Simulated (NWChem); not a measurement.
# CH4Si, singlet; SMILES C[SiH]

```xyz
6

Si     0.1293    -0.7706    -0.0004
H     -1.4153    -0.9400     0.0015
C      0.0459     1.1428    -0.0011
H      1.0371     1.6372    -0.0069
H     -0.5265     1.4937     0.8883
H     -0.5398     1.4972    -0.8803
```
Atoms are numbered in this order, from 1.

Low-valent species are run as closed-shell singlets; no triplet was tried in these runs. The geometry was optimised at PBE-D3(BJ)/def2-SVP.

 Unshifted, non-relativistic core excitations; the lowest 4 roots alone, so stronger bands may lie above.

Problem. List the first C K-edge excitations from PBE0/6-311G** (spherical d), restricted-window TDA (NWChem).

Solution. 
```tsv
state	energy (eV)	dipole oscillator strength	leading excitation (squared amplitude)
S1	273.7	0.0015	1s of atom 3 or its equivalents → LUMO (1.00)
S2	277.1	0.0013	1s of atom 3 or its equivalents → LUMO+1 (0.99)
S3	278.5	0.0230	1s of atom 3 or its equivalents → LUMO+3 (0.80)
S4	278.6	0.0295	1s of atom 3 or its equivalents → LUMO+4 (0.96)
```
